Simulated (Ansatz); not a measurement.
Cl₂F₂Zr (`[F][Zr]([F])([Cl])[Cl]`). Total charge 0; spin multiplicity 1. Zr: def2 effective core potential. The geometry is a stationary point of PBE0-D4/def2-TZVP.

```xyz
5

F     1.285    0.053    1.450
Zr    0.050   -0.071    0.036
F    -0.023   -1.859   -0.548
Cl   -2.056    0.586    0.786
Cl    0.744    1.291   -1.723
```

Question: What is the dipole moment at ωB97M-V/def2-TZVPP? (Estimate.)

Answer: The calculation gave: 0.12 D, with components (0.06, -0.09, 0.04) D in this frame, pointing from negative to positive charge.

Question: And with PBE, r2SCAN, B3LYP? (Estimate.)

Answer: Computed: PBE 0.10 D, r2SCAN 0.13 D, B3LYP 0.01 D.

Question: Give the Mulliken charges with ωB97M-V, r2SCAN, PBE in def2-TZVPP. (An estimate is asked.)

Answer: The calculation gave: 
| atom | ωB97M-V | r2SCAN | PBE |
| --- | --- | --- | --- |
| F1 | -0.35 | -0.35 | -0.31 |
| Zr2 | 1.21 | 1.28 | 1.14 |
| F3 | -0.35 | -0.35 | -0.31 |
| Cl4 | -0.25 | -0.29 | -0.26 |
| Cl5 | -0.25 | -0.29 | -0.26 |

B3LYP here is the variant with VWN-RPA as its local correlation; programs differ in this.
